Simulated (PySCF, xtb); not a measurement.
Sn(AsH2)(H)3 (AsH5Sn), SMILES [AsH2][SnH3].

Harmonic wavenumbers (cm⁻¹) from xtb with GFN2-xTB at its own minimum, in rising order: 81, 200, 300, 303, 633, 645, 714, 742, 746, 1008, 1494, 1704, 1724, 1927, 1937.

### Question
What does PBE-D3(BJ)/def2-TZVP run with PySCF 2.14.0 give at its own minimum? (The exact figures need the calculation; the answer reports its results.)

### Answer
99, 212, 343, 356, 583, 618, 649, 696, 697, 951, 1852, 1868, 1871, 2115, 2129. Paired by order, the mean absolute difference is 98 cm⁻¹ and the zero-point energies are 20.2 and 21.5 kcal/mol.
